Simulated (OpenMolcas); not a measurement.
An atom or ion with 23 electrons was computed by SS-CASPT2, IPEA 0.25 Eh, imaginary shift 0.1 Eh with spin-orbit coupling (OpenMolcas, ANO-RCC-VQZP, DKH2). The lowest levels that the run gave, each within 12 % of the measured value where one is at hand:

```
  J  Parity  E (eV)       g
5/2    even  0.0000   2.002
1/2    even   1.431   3.339
3/2    even   1.440   1.869
5/2    even   1.455   1.659
7/2    even   1.477   1.589
9/2    even   1.505   1.557
1/2    even   2.332  -0.002
3/2    even   2.346   1.201
5/2    even   2.369   1.372
7/2    even   2.402   1.430
```

Question: Which ion is it, and what are the configurations and terms?

Answer: Cr+ (Z = 24, charge +1; active space 5 electrons in 11 orbitals (3d 4s 4d)). J, parity and g give the terms where levels are pure, and mixed ones are named by the computed weights; the size of the splittings, set against known spectra of the 23-electron sequence, gives the charge. In order, with the measured energies in eV (NIST Handbook of Basic Atomic Spectroscopic Data): 3d5 6S 5/2, 3d4 4s 6D 1/2 (1.4831), 3d4 4s 6D 3/2 (1.4918), 3d4 4s 6D 5/2 (1.5061), 3d4 4s 6D 7/2 (1.5255), 3d4 4s 6D 9/2 (1.5494), 3d4 4s 4D 1/2 (2.4212), 3d4 4s 4D 3/2 (2.4340), 3d4 4s 4D 5/2 (2.4546), 3d4 4s 4D 7/2 (2.4827).

CASPT2 breaks the degeneracy within a term, and the mean is taken; among the terms shown or strongly mixed into the levels shown the widest spread is 28 cm-1 (3d4 4s 4D). Terms from blocks run as CI alone lack orbitals of their own. Active for correlation alone: 4d; no level in the range computed is led by a configuration that fills it, so any true level of that kind is missing. Computed and measured levels are paired by configuration, term and J; levels that our copy of the source lacks, or whose pairing is in doubt (as where it misses far off the trend of its configuration), stay unpaired and out of the deviations. Levels of configurations outside the active space are missing.
